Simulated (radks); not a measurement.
Effect of the nuclear size on neutral praseodymium, [Xe] 4f3 6s2. Method: Dirac Kohn-Sham, BLYP, spin-unpolarised, spherical densities, finite nucleus; open shells fill j = l - 1/2 first; Fermi nuclear charge, rms radius 4.8919 fm; computed with a radial shooting solver on a logarithmic mesh with Libxc functionals. The rms radius is varied about that value; shifts are against it.

\begin{tabular}{lrrrrrrrrr}
rms radius (fm) & total energy shift (eV) & density at nucleus (e/bohr^3) & 1s1/2 shift (meV) & 2s1/2 shift (meV) & 5s1/2 shift (meV) & 5p1/2 shift (meV) & 6s1/2 shift (meV) & 6p1/2 (empty) shift (meV) & 4f5/2 shift (meV) \\ \hline
4.3587 & -2.40 & 4.276e+05 & -995 & -123 & -0.874 & 0.130 & -0.044 & 0.035 & 0.196 \\
4.5593 & -1.52 & 4.234e+05 & -631 & -77.9 & -0.554 & 0.082 & -0.028 & 0.022 & 0.124 \\
4.8919 & 0 & 4.171e+05 & 0.000 & 0.000 & 0.000 & 0.000 & 0.000 & 0.000 & 0.000 \\
5.1023 & 1.01 & 4.133e+05 & 417 & 51.5 & 0.366 & -0.054 & 0.018 & -0.015 & -0.082 \\
5.9192 & 5.22 & 4.003e+05 & 2170 & 267 & 1.90 & -0.282 & 0.097 & -0.076 & -0.426 \\
\end{tabular}

Slopes of the eigenvalues against <r^2> in GHz/fm^2, as finite differences over the two radii next to the reference (eigenvalue slopes, not the field-shift constants of lines): 1s1/2 48300, 2s1/2 5960, 5s1/2 42.4, 5p1/2 -6.31, 6s1/2 2.13, 6p1/2 (empty) -1.72, 4f5/2 -9.51.
